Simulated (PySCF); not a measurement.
Constitutional and geometric isomers with formula C4H3N. All species are isolated molecules in the gas phase. Strings in code marks are SMILES.

Computed with B3LYP-D3(BJ)/def2-TZVP (PySCF 2.14.0). All candidates: neutral, multiplicity 1. B3LYP has the VWN-RPA correlation part, as in Gaussian. Delta-SCF ions had no search for a lower state. Excitations are Tamm–Dancoff values on a coarser integration grid. The basis has no diffuse functions, so Rydberg states are missing or too high.

The vertical ionisation energy (Delta-SCF) comes out as 10.21 eV and the T1 excitation (TDA) is 3.40 eV. The LUMO is -2.07 eV.

Question: Which member has these values?
(A) `N=c1c2c1C2`
(B) `C#CN=C=C`
(C) `C=C=CC#N`
(D) `N#CC1=CC1`

Answer: D, `N#CC1=CC1`. The others give `C=C=CC#N`: 10.32 eV, 4.00 eV, -1.63 eV; `N=c1c2c1C2`: 9.26 eV, 2.72 eV, -2.09 eV; `C#CN=C=C`: 8.94 eV, 3.42 eV, -1.58 eV
